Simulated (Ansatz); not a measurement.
CH$_{6}$BFSSi, relaxed with RKS PBE-D4/def2-SVP in the Gaussian-basis code of Ansatz from a rough embedded geometry. The force threshold is 0.03 eV/Å; the program also tests the step.

Charge 0, multiplicity 1. The bonds changed during the relaxation, so this is another structure than the one it started from.

Start:

```xyz
11

B    -0.263   -1.109   -1.468
Si   -0.470   -1.083    0.423
F    -0.484   -2.673    1.030
S     1.255    0.027    1.274
C     0.608    1.622    0.660
H     0.669   -1.644   -2.013
H    -1.114   -0.681   -2.191
H    -1.693   -0.439    0.780
H     0.579    1.659   -0.499
H     1.319    2.438    0.962
H    -0.408    1.883    1.042
```

By how much does the energy fall, and how many steps does the optimiser take? (Best estimate.)

Computed: 103.17 kJ/mol, in 20 steps, 1 of them rejected.

Which bonds change most? (Best estimate.)

Ansatz gave: B1–S4 from 3.334 to 2.031 Å; Si2–S4 from 2.221 to 2.302 Å; Si2–H8 from 1.427 to 1.504 Å; Si2–F3 from 1.702 to 1.640 Å.

Give the relaxed structure. (An estimate is asked.)

Ansatz gave: 
```xyz
11

B    -0.082   -0.901   -1.261
Si   -0.770   -1.328    0.519
F    -0.434   -2.716    1.325
S     1.157   -0.125    0.148
C     0.536    1.588    0.351
H     0.511   -1.810   -1.811
H    -0.628   -0.029   -1.911
H    -1.555   -0.479    1.482
H     0.945    2.197   -0.477
H     0.891    1.980    1.323
H    -0.569    1.623    0.312
```
